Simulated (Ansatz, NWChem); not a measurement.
CHBrClF (SMILES FC(Cl)Br): from total energies to a heat of formation

CHBrClF: 5 atoms, total charge 0, spin state singlet. As SMILES, `FC(Cl)Br`. The coordinates come from a PBE0-D4/def2-TZVP relaxation.

Total energies at HF/3-21G (NWChem 7.3.0); the atoms run unrestricted:

| species | state | energy (Eh) |
| --- | --- | --- |
| CHBrClF | singlet | -3154.441768 |
| F | doublet | -98.845009 |
| C | triplet | -37.481070 |
| Cl | doublet | -457.276552 |
| Br | doublet | -2560.035232 |
| H | doublet | -0.496199 |

Harmonic wavenumbers at PBE0-D4/def2-TZVP, in cm⁻¹: 224, 317, 432, 667, 790, 1122, 1223, 1328, 3161.

Measured heats of formation of the gaseous atoms at 298.15 K, in kJ/mol: F 79.4, C 716.9, Cl 121.3, Br 111.9, H 218.0. Spin-orbit lowering of the atoms at 298 K (mean of the ground term's levels less their thermal mean, from spectra), in kJ/mol: F 1.29, C 0.02, Cl 3.44, Br 14.69. Take 1 Eh = 2625.50 kJ/mol, 1 cm⁻¹ = 0.0119627 kJ/mol, RT = 2.479 kJ/mol.

Q: Work out the heat of formation of the gas at 298 K.

A: 
1. Electronic atomisation energy: (-98.845009) + (-37.481070) + (-457.276552) + (-2560.035232) + (-0.496199) − (-3154.441768) = 0.307706 Eh = 807.9 kJ/mol.
2. Zero-point energy: half the sum of the wavenumbers, 4632 cm⁻¹ = 55.4 kJ/mol.
3. Thermal vibrational enthalpy, Σ hcν̃/(exp(hcν̃/kT) − 1): 3.8 kJ/mol. Translation, rotation and pV of a non-linear molecule: 4 RT = 9.9 kJ/mol.
4. The 5 free atoms carry 5/2 RT each: 31.0 kJ/mol.
5. Spin-orbit coupling lowers the free atoms by 1.29 + 0.02 + 3.44 + 14.69 = 19.4 kJ/mol.
6. Atomisation enthalpy at 298 K: 807.9 − 19.4 − 55.4 − 3.8 − 9.9 + 31.0 = 750.4 kJ/mol.
7. Sum of the atoms' heats of formation: 1247.5 kJ/mol. Heat of formation: 1247.5 − 750.4 = +497.1 kJ/mol.

The tabulated value is -231.8 kJ/mol (Active Thermochemical Tables), so this level is off by +728.9 kJ/mol, or 49.3 % of the atomisation enthalpy. Hartree–Fock leaves out correlation, which is larger in the molecule than in the atoms, so it underbinds and puts the heat of formation too high. Relativity is left out. A basis without polarisation functions underbinds badly. Anharmonicity and any spin-orbit splitting of the molecule are left out.
